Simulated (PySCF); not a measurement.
Structure with atom numbers: `[CH3:1][NH:2][CH2:3][C:4]1=[CH:5][SiH2:6][CH:7]=[CH:8][O:9]1`. Each H is labelled by its parent atom.

Computational details: shielding tensors at PBE0/pcSseg-1 (GIAO), GFN2-xTB structure, in PySCF (in vacuum, single conformer, equivalent nuclei averaged, relativity neglected).

Shifts are taken against calculated references (same method and geometry level): TMS for 13C.

Do the 13C shifts follow the atomic charges (in e)? Tabulate both.

Results:


```json
{"atoms": "C4", "hybridisation": "sp2", "δ (ppm)": "171.6", "σ para (ppm)": "-241", "Hirshfeld": "+0.09", "IAO": "+0.21", "Mulliken": "+0.07", "ESP-fitted": "+0.52"}
{"atoms": "C8", "hybridisation": "sp2", "δ (ppm)": "161.3", "σ para (ppm)": "-220", "Hirshfeld": "+0.03", "IAO": "+0.07", "Mulliken": "+0.17", "ESP-fitted": "+0.23"}
{"atoms": "C7", "hybridisation": "sp2", "δ (ppm)": "98.9", "σ para (ppm)": "-175", "Hirshfeld": "-0.18", "IAO": "-0.51", "Mulliken": "-0.49", "ESP-fitted": "-0.67"}
{"atoms": "C5", "hybridisation": "sp2", "δ (ppm)": "92.7", "σ para (ppm)": "-168", "Hirshfeld": "-0.18", "IAO": "-0.52", "Mulliken": "-0.38", "ESP-fitted": "-0.62"}
{"atoms": "C3", "hybridisation": "sp3", "δ (ppm)": "59.1", "σ para (ppm)": "-120", "Hirshfeld": "-0.03", "IAO": "-0.16", "Mulliken": "+0.01", "ESP-fitted": "-0.08"}
{"atoms": "C1", "hybridisation": "sp3", "δ (ppm)": "36.3", "σ para (ppm)": "-96", "Hirshfeld": "-0.08", "IAO": "-0.31", "Mulliken": "-0.13", "ESP-fitted": "-0.06"}
```

Correlation coefficients of δ with charge over these carbons: Hirshfeld +0.57, IAO +0.66, Mulliken +0.41, ESP-fitted +0.52; with the paramagnetic shielding -0.99. Among the 4 sp2 carbons alone: Hirshfeld +1.00, IAO +1.00, Mulliken +0.95, ESP-fitted +0.99. With so few points, grouped by hybridisation, these coefficients are fragile. Charge is one influence among several: hybridisation and low-lying excitations act through the paramagnetic term.

Shifts are as computed. Against solution values, carbons near 30 ppm lie about +3 ppm off and those near 130 ppm about +5 ppm. Of 1211 compounds with measured shifts, 218 miss one by over three times the rms of a fit or turn the order of signals round; such compounds aren't used in these exercises.
